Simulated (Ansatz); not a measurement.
C2H6SeSi (`[SeH]C1C[SiH2]1`), relaxed with RKS PBE0-D4/def2-TZVP in Ansatz from a PBE-D4/def2-SVP geometry. The force threshold is 0.005 eV/Å; the program also tests the step.

Charge 0, multiplicity 1.

Start:

```xyz
10

Se   -1.172   -1.936    0.132
C     0.278   -0.665   -0.161
C    -0.053    0.516   -1.103
Si    0.291    1.023    0.671
H    -0.945   -2.113    1.590
H     1.250   -1.155   -0.352
H     0.681    0.735   -1.897
H    -1.097    0.588   -1.454
H     1.615    1.630    1.006
H    -0.848    1.377    1.567
```

Problem. How much energy does the relaxation release, and in how many steps? (Estimate.)

Solution. The calculation gave: 4.66 kJ/mol, in 7 steps.

Problem. Which bonds change most? (Estimate.)

Solution. Computed: C2–Si4 from 1.882 to 1.850 Å; C3–Si4 from 1.876 to 1.846 Å; Se1–C2 from 1.951 to 1.929 Å; C2–H6 from 1.105 to 1.085 Å.

Problem. Give the relaxed structure. (Estimate.)

Solution. Ansatz gave: 
```xyz
10

Se   -1.146   -1.918    0.130
C     0.288   -0.659   -0.155
C    -0.056    0.521   -1.090
Si    0.288    1.002    0.659
H    -0.963   -2.073    1.580
H     1.236   -1.143   -0.363
H     0.671    0.734   -1.868
H    -1.081    0.567   -1.443
H     1.589    1.621    0.990
H    -0.827    1.348    1.560
```
